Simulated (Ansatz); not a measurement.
Input for Ansatz (development build ahead of 0.2.0):

```yaml
crystal:
  periodic: [false, false, false]
  atoms:
    - { symbol: H, position_ang: [0.0, 0.0, 0.0] }
basis:
  gaussian: { orbitals: cc-pVTZ }
magnetization:
  spin_polarized: true
  initial_magnetization: 1
hamiltonian:
  xc: hf
correlation:
  method: mp2
  frozen_orbitals: { H: 0 }
```

The input is written out in the form of the current development build from the run's settings.

Results

| Item | Value |
| --- | --- |
| Converged | yes |
| Reference energy | -0.49981 hartree |
| Correlation energy | 0.00000 hartree |
| Total energy | -0.49981 hartree |
| Spin squared of the determinant | 0.750 |
